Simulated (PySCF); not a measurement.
# How methods differ on the ionisation energy of Xe²⁺

Xe²⁺ [Kr] 4d10 5s2 5p4 (3P) → Xe³⁺ [Kr] 4d10 5s2 5p3 (4S), as a difference of total energies. Computed with PySCF 2.14 in x2c-TZVPPall (8s6p4d2f, 60 functions), with the spin-free X2C one-electron Hamiltonian (Gaussian nucleus). Correlated levels: valence: [Kr] 4d10 frozen. The calculations carry no spin-orbit coupling.

```
           method  ionisation energy (eV)
              UHF                  29.301
    MP2 (valence)                  29.869
SCS-MP2 (valence)                  29.922
   CCSD (valence)                  29.988
CCSD(T) (valence)                  30.006
```

Question: How much does correlation contribute at CCSD(T) (valence)?

Answer: 30.006 − (29.301) = 0.705 eV, measured against UHF.

The reference lies between the lowest fine-structure levels, while these numbers refer to the centres of the terms.

Errors of the correlated levels include the incompleteness of this basis and the frozen core.

For comparison: 31.05 ± 0.04 eV (semi-empirical (NIST evaluation); NIST Atomic Spectra Database, ionization energies).
